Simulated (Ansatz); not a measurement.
Ansatz (a program for electronic structure) input:

Ansatz 0.2 input:
```yaml
crystal:
  periodic: [false, false, false]
  atoms:
    - {symbol: W, position_ang: [-0.00000000, -0.00000000, -0.41228365]}
    - {symbol: O, position_ang: [0.00000000, 0.00000000, 2.67972583]}
    - {symbol: C, position_ang: [0.00000000, 0.00000000, 1.51186396]}
basis:
  gaussian:
    orbitals: def2-TZVPD
hamiltonian:
  xc: {name: BHLYP}
total_charge: -1
magnetization: {spin_polarized: true, initial_magnetization: 3}
```

**Question.** Predict the final energy.

**Answer.** -180.18033 Eh (BHLYP/def2-TZVPD). The basis has 120 functions.

This state (charge -1, quartet) is run at the relaxed geometry of the species with charge 0 and multiplicity 5.

The determinant is spin-contaminated: <S^2> is 4.14 against 3.75 for a pure state.
